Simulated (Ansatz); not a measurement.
difluorosilyl(difluoro)silane (F4H2Si2), SMILES F[SiH]([SiH](F)F)F.

Geometry: r2SCAN-D4/def2-SVP. One conformer was computed; it need not be the lowest.

Two levels are set side by side: PBE/def2-SVPD (Ansatz, a quantum-chemistry and plane-wave program) and CAM-B3LYP/def2-SVPD (Ansatz). Energy differences of separate SCF runs at the same geometry; the states with an electron removed or added have multiplicity 2 and 2. Differences are taken from unrounded values.

```tsv
quantity	CAM-B3LYP
vertical ionisation energy (eV)	11.54
vertical singlet–triplet gap (eV)	5.94
```

What does PBE give, and how far is it from CAM-B3LYP? (The exact figures need the calculation; the answer reports its results.)


| quantity | PBE | PBE minus CAM-B3LYP |
|---|---|---|
| vertical ionisation energy (eV) | 10.83 | -0.71 |
| vertical singlet–triplet gap (eV) | 5.23 | -0.71 |
